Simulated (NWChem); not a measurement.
# C$_{3}$H$_{3}$BFN; SMILES FB1C=CC=N1

```xyz
9

F      0.0402    -2.0690     0.0000
B      0.0089    -0.7509     0.0000
C      1.2506     0.2420     0.0000
C      0.6598     1.4467     0.0000
C     -0.8500     1.2398     0.0000
N     -1.2607     0.0247     0.0000
H      2.3209     0.0695     0.0000
H      1.1242     2.4299     0.0000
H     -1.5418     2.0883     0.0000
```
Atoms are numbered in this order, from 1.

Computed with NWChem. Pople sets run with spherical d functions. All runs use the structure optimised with B3LYP/6-31G* (spherical d). Atomic charges in e: unrestrained fits to the electrostatic potential beside Mulliken populations; buried atoms are poorly determined by the fit.

For level B3LYP/def2-SVP:

```
Property     Value
-----------  -----
Mulliken F1  -0.06
ESP B2        0.88
Mulliken B2   0.12
Mulliken C3  -0.01
Mulliken C4  -0.05
```

Task: Estimate the same quantities for level Hartree-Fock/6-31G*.

Result: The Mulliken F1 is -0.37, the ESP B2 is 1.05 and the Mulliken B2 is 0.86. The Mulliken C3 is -0.42 and the Mulliken C4 comes out as -0.23.
